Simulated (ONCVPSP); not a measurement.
## What one change does to a pseudopotential (silver (Ag), ONCV)

* Element: Ag
* Generator: ONCVPSP 4.0.1
* Type: optimised norm-conserving Vanderbilt (ONCV)
* Functional: PBEsol
* Relativity: scalar-relativistic
* Frozen core: [Kr]
* Valence charge: 11
* Reference configuration: 4d10 5s1
* Partial waves: 5s: rc 2.70 bohr, ncon 4, nbas 8, qcut 2.8 1/bohr, 2 projectors, debl 1.9 Ha; p scattering state at 0.19 Ha: rc 2.70 bohr, ncon 4, nbas 9, qcut 3 1/bohr, 2 projectors, debl 2.2 Ha; 4d: rc 1.55 bohr, ncon 4, nbas 9, qcut 12 1/bohr, local
* Local potential: the d channel
* Core correction: Teter function, fcfact 5.75, rcfact 1.25

In the p channel the program set the typed energies aside and used 0.050, 2.250 Ha.

All-electron outer shells of the reference configuration (PBEsol, scalar-relativistic, ld1.x):

```
shell  level (eV)  outermost node (bohr)  outermost maximum (bohr)
   4p      -58.51                   0.44                      0.87
   4d       -7.45                   0.43                      1.04
   5s       -4.42                   1.11                      2.49
```

Change: core correction Teter function, fcfact 1.9, rcfact 1.25.

Cutoffs: the cutoffs (Ha) at which the residual kinetic energy of the hardest occupied pseudo-wave falls to 1 and 0.1 mHa per electron; they do not see the model core or the augmentation charge, which bear on the density cutoff. Errors are all-electron minus pseudo energies relative to the spin-unpolarised reference configuration.

Question: What does the change do?

Answer: The potential gets neither clearly harder nor softer (37 Ha and 45 Ha → 37 Ha and 45 Ha); both files keep a bound ghost (s); of the 4 tests that both files solve, the error grows in 0 and shrinks in 3 by more than 15 % and 0.3 meV (median size 19.5 → 16.6 meV). A model core, the more so a compact one, raises the density cutoff, which this test does not measure.

```csv
quantity,base,changed
"cutoff, loose",37 Ha,37 Ha
"cutoff, tight",45 Ha,45 Ha
bound ghosts,s,s
GHOST(+) flags under 300 eV,p at 18.3 eV,p at 18.3 eV
"error for 4d10 5s0, meV [ΔE 7.75 eV]",-5.2,-4.4
"error for 4d9 5s0, meV [ΔE 29.86 eV]",-8.2,-5.7
"error for 4d8 5s0, meV [ΔE 66.04 eV]",-153,-129
"error for 4d9 5s1, meV [ΔE 13.16 eV]",-31,-27
s: phases at 2.74 bohr within 0.05 rad from the reference energy up to (Ha; the scan ends near 5),3.9,3.9
p: phases at 2.74 bohr within 0.05 rad from the reference energy up to (Ha; the scan ends near 5),0.6,0.6
d: phases at 1.57 bohr within 0.05 rad from the reference energy up to (Ha; the scan ends near 5),3.7,3.7
"rms error of d²Exc/dni dnj with the model core, mHa",1.50,3.41
```

 A true bound ghost makes a file unfit for plane-wave use even where its test errors are small: the radial tests pick states by their node count and pass the ghost by.
